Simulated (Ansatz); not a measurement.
Born–Oppenheimer molecular dynamics of BrF3H2OSi (8 atoms, charge 0, multiplicity 1). It starts at the highest image of a converged band, a first-order saddle point between two minima.

All numbers below come from RKS B3LYP-D4/def2-SVP (Ansatz).

| Property | Result |
| --- | --- |
| ensemble | NVE (velocity Verlet) |
| time step | 0.5 fs |
| steps asked | 200 |
| starting velocities drawn for | 300 K |
| seed | 5677 |

First frame:

```xyz
8
Properties=species:S:1:pos:R:3
Si -0.479 -0.180 -0.507
Br 2.190 -0.710 -0.350
F -0.715 -1.750 -0.656
F -0.135 0.670 -1.813
F -1.971 0.354 -0.171
H 1.259 0.165 0.898
O 0.152 0.389 1.029
H -0.301 1.062 1.570
```

**Question.** How far do the bonds stretch over the last three quarters of this one trajectory? (Pairs bonded in most of those frames.)

**Answer.** 
```
  bond  mean (Å)  spread (Å)  shortest  longest
Si1–F3     1.600       0.020      1.56     1.63
Si1–F4     1.608       0.024      1.57     1.65
Si1–F5     1.607       0.015      1.58     1.63
Si1–O7     1.630       0.018      1.60     1.66
Br2–H6     1.436       0.050      1.36     1.51
 O7–H8     0.972       0.039      0.91     1.03
```

Mean temperature of the second half: 1083 K. The conserved energy stayed within 0.36 meV per atom of its start (net change -0.053 meV per atom), so the integration is sound. The kinetic energy rose, since the run started high on the potential surface and went downhill. It ends in pieces (BrH + F3HOSi), so much of that is their flight and rotation, not heat. A run of 0.1 ps of so small a system gives no equilibrium averages. The orbitals stay closed-shell, which can raise the energy where a bond breaks towards radicals; this wasn't checked here.

Run time: 5.7 min on 2 threads of INTEL(R) XEON(R) PLATINUM 8581C CPU @ 2.30GHz (Emerald Rapids) (shared host), peak memory 0.32 GiB.
